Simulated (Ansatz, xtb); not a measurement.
## Ranking isomers of B3H6N3O2

3 gas-phase structures of B3H6N3O2, from a drawn sample of its isomers (lower ones may exist). Each was relaxed with GFN2-xTB; where two conformers were screened, the lower at r2SCAN-D4/def2-SVP is listed:

A. `OB1NBNB(O)N1`, a singlet
B. `OB1NBNBN1O`, a singlet
C. `OB1NBN(O)BN1`, a singlet

Problem. Estimate their order in r2SCAN-D4/def2-SVP energy at these geometries, lowest first.

Solution. Calculated order at r2SCAN-D4/def2-SVP: A (0.0), B (342.6), C (357.9) kJ/mol.

Energies above the lowest of each column, in kJ/mol; the last columns are at B3LYP-D3(BJ)/def2-SVP geometries:

```csv
structure,GFN2-xTB,HF/STO-3G,r2SCAN-D4/def2-SVP,B3LYP-D3(BJ)/def2-SVP,CCSD(T)/def2-SVP + ΔMP2/def2-TZVPP
A,0.0,0.0,0.0,0.0,0.0
B,225.6,250.6,342.6,329.8,341.3
C,233.7,263.0,357.9,345.3,353.7
```

Every level run on A puts it lowest or level with the lowest. Flexible structures stand in one conformer each, not always the lowest. ΔMP2 is the change of the MP2 energy from the smaller to the larger basis.

Programs: Ansatz 0.2.0, xtb 6.7.1.
